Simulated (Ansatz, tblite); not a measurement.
Removing an electron: the cluster ZnI₂⁻ (the lowest doublet isomer of a short search). The state is a doublet with charge -1. Geometry: r2SCAN-D4/def2-TZVPD. Ansatz, gas phase; energy differences of separate SCF runs; the oxidised species is a singlet (the triplet lies 2.22 eV higher at PBE0-D4/def2-TZVPD).

```
atom   x (Å)   y (Å)   z (Å)
 Zn1   0.801   0.173  -0.353
  I2  -1.403   0.974  -1.581
  I3   0.602  -1.147   1.934
```

In the def2 sets I takes a core potential; there is no spin–orbit coupling. The xTB rows come from tblite. The structure comes from a short search, and lower isomers may exist.

```tsv
level	−HOMO (eV)	vertical IE (eV)	−LUMO (eV)	HOMO–LUMO gap (eV)	remarks
PBE-D4/def2-TZVPD	-0.02	2.31	-0.80	0.78	HOMO above zero (-1 doublet)
r2SCAN-D4/def2-TZVPD	0.23	2.47	-1.17	1.40	–
PBE0-D4/def2-TZVPD	0.75	2.38	-1.62	2.38	–
```

**Question.** Estimate the rows for GFN1-xTB, GFN2-xTB.

**Answer.** 
```json
{"level": "GFN1-xTB", "−HOMO (eV)": "–", "vertical IE (eV)": "5.25", "−LUMO (eV)": "–", "HOMO–LUMO gap (eV)": "–"}
{"level": "GFN2-xTB", "−HOMO (eV)": "–", "vertical IE (eV)": "6.39", "−LUMO (eV)": "–", "HOMO–LUMO gap (eV)": "–"}
```

  A HOMO above zero means that the electron is unbound at that level or that self-interaction error raises the level; the energy of removing that electron tells which. HOMO and LUMO are the levels of the spin that leaves or enters (xTB has no such levels and no spin-polarisation term). Other spin states of the ions may lie lower, which would lower the ionisation energy or raise the affinity. Raw xTB energy differences between charge states are shifted by several eV; the methods need an empirical correction for them.
